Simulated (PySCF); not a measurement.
## J couplings in CH11Ge3N

Cartesian coordinates in Å; atom numbers follow the order of the lines, from 1:
```xyz
16

C    -1.765   -1.652   -0.767
N    -0.452   -1.434   -0.204
Ge    0.434    0.152   -0.522
Ge    2.602   -0.026    0.548
Ge   -0.765    2.119    0.298
H    -2.577   -1.041   -0.323
H    -1.749   -1.431   -1.847
H    -2.057   -2.711   -0.668
H    -0.391   -1.740    0.763
H     0.572    0.260   -2.057
H     3.415    1.261    0.314
H     2.409   -0.204    2.067
H     3.401   -1.228    0.011
H    -0.932    2.032    1.829
H     0.005    3.415   -0.026
H    -2.172    2.228   -0.326
```

Indirect spin–spin couplings were computed at B3LYP/pcJ-1 (pcSseg-1 on Ge) (spin–dipole term only in couplings to heteroatoms) (PySCF 2.14) on a PBE0-D3(BJ)/def2-SVP structure, for the isolated molecule, without vibrational or relativistic corrections. Couplings are averaged over pairs made equivalent by symmetry, fast rotation or ring inversion, so a value needn't be that of the named pair in this geometry, while other rotamers aren't included; one pair stands for each set, and the list holds those of at least 1.5 Hz over up to four bonds.

Isotopes: ¹³C, ¹H, ¹⁵N.

```tsv
pair	bonds	J (Hz)
C1, N2	1	?
C1, H6	1	139.1
N2, H9	1	?
N2, H6	2	-1.8
N2, H10	2	-7.7
H6, H7	2	-12.6
H11, H12	2	?
H6, H9	3	8.4
H9, H10	3	8.7
H10, H11	3	3.4
```

Estimate the withheld couplings, with signs.

Results:


- ¹J(C1,N2) = -5.7 Hz (bond length 1.445 Å)
- ¹J(N2,H9) = -75.4 Hz (bond length 1.016 Å)
- ²J(H11,H12) = 5.4 Hz (mean over equivalent pairs that range from 3.6 to 7.2 Hz in this conformer)

Relativistic effects of the heavier atoms present are left out.
